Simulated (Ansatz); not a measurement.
Two isomers of C2H10OSi2: A = `CC[SiH2]O[SiH3]`, B = `CO[SiH](C)[SiH3]`.

Computed with Ansatz on PBE0-D4/def2-TZVP structures; ΔE is electronic, products minus reactants. CCSD(T)/CBS is the MP2 limit (def2-TZVPP, def2-QZVPP) plus CCSD(T) − MP2 in def2-TZVPP, frozen cores. Functionals use def2-TZVPP. Each species was taken in one conformer, which may not be the lowest.

A:

```xyz
15

C     0.165   -1.929   -0.557
C     1.027   -1.035    0.331
Si    0.049    0.170    1.367
O    -0.880    1.137    0.422
Si   -0.903    2.203   -0.812
H     0.774   -2.629   -1.136
H    -0.539   -2.519    0.035
H    -0.420   -1.340   -1.267
H     1.745   -0.469   -0.275
H     1.630   -1.640    1.018
H    -0.873   -0.558    2.278
H     0.971    1.016    2.176
H    -2.310    2.595   -1.071
H    -0.330    1.586   -2.039
H    -0.106    3.412   -0.471
```

B:

```xyz
15

C    -0.638   -2.088   -1.040
O    -0.221   -0.745   -1.097
Si   -0.333    0.280    0.193
C     0.754   -0.260    1.616
Si    0.273    2.389   -0.620
H     0.022   -2.687   -0.402
H    -1.663   -2.177   -0.661
H    -0.607   -2.501   -2.050
H    -1.749    0.297    0.679
H     1.804   -0.301    1.318
H     0.462   -1.246    1.986
H     0.662    0.446    2.446
H     0.167    3.396    0.474
H     1.681    2.383   -1.106
H    -0.614    2.815   -1.735
```

(1) Which isomer does CCSD(T)/CBS put lower? Give the gap. (Best estimate.)

(2) Give E(B) − E(A) in kcal/mol with PBE0-D4, PBE-D4, HF/def2-TZVPP, CCSD/def2-TZVPP, r2SCAN-D4, MP2/def2-TZVPP, B2PLYP. (Best estimate.)

Largest T1 diagnostic: 0.011.

## Answers

(1) Computed: A, by 37.1 kcal/mol.

(2) The calculation gave: PBE0-D4 32.3, PBE-D4 29.7, HF/def2-TZVPP 41.0, CCSD/def2-TZVPP 37.4, r2SCAN-D4 34.4, MP2/def2-TZVPP 39.4, B2PLYP 36.8. None reverses the order clearly.

In def2-TZVPP, CCSD(T) changes the Hartree–Fock value by −4.4 kcal/mol (the triples alone add −0.8 kcal/mol) and MP2 by −1.6 kcal/mol. From PBE to PBE0 (25 % exact exchange), in def2-TZVPP and without D4, E(B) − E(A) moves by +2.6 kcal/mol.
